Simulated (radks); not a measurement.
Question: All-electron atom: neutral rubidium in [Ar] 3d10 4s2 4p5 5s1 4f1 (not the ground configuration). All-electron calculation, scalar-relativistic Kohn-Sham, Wu-Cohen GGA, spin-polarised, spherical densities, finite nucleus; open shells are filled with parallel spins first (spin-orbit coupling, left out, can overturn this in heavy ions); Fermi nuclear charge, rms radius 4.2036 fm. Program: a radial shooting solver on a logarithmic mesh with Libxc functionals. Some entries of the table are withheld. Estimate them.

| orbital | occ. | eigenvalue (hartree) | <r> (bohr) | <1/r> (bohr^-1) |
|---|---|---|---|---|
| 1s up | 1 | -552.7689 | 0.04030 | 37.86 |
| 1s down | 1 | -552.7647 | 0.04030 | 37.87 |
| 2s up | 1 | -74.18126 | 0.1779 | 8.430 |
| 2s down | 1 | -74.17874 | 0.1779 | 8.430 |
| 2p up | 3 | -65.82910 | 0.1551 | 8.240 |
| 2p down | 3 | -65.82540 | 0.1551 | 8.240 |
| 3s up | 1 | -11.33467 | 0.5108 | 2.807 |
| 3s down | 1 | -11.32922 | 0.5107 | 2.808 |
| 3p up | 3 | -8.65506 | 0.5189 | 2.654 |
| 3p down | 3 | -8.64903 | 0.5187 | 2.655 |
| 3d up | 5 | (1) | (2) | 2.390 |
| 3d down | 5 | (3) | (4) | 2.392 |
| 4s up | 1 | -1.53423 | 1.426 | 0.9389 |
| 4s down | 1 | -1.49654 | 1.424 | 0.9411 |
| 4p up | 3 | -0.92690 | 1.653 | 0.8010 |
| 4p down | 2 | -0.88757 | 1.649 | 0.8030 |
| 5s up | 1 | -0.24484 | 3.975 | 0.3216 |
| 4f up | 1 | -0.01693 | 16.30 | 0.06817 |

Answer: 
(1) 3d up eigenvalue (hartree): -4.21656
(2) 3d up <r> (bohr): 0.5253
(3) 3d down eigenvalue (hartree): -4.20966
(4) 3d down <r> (bohr): 0.5247
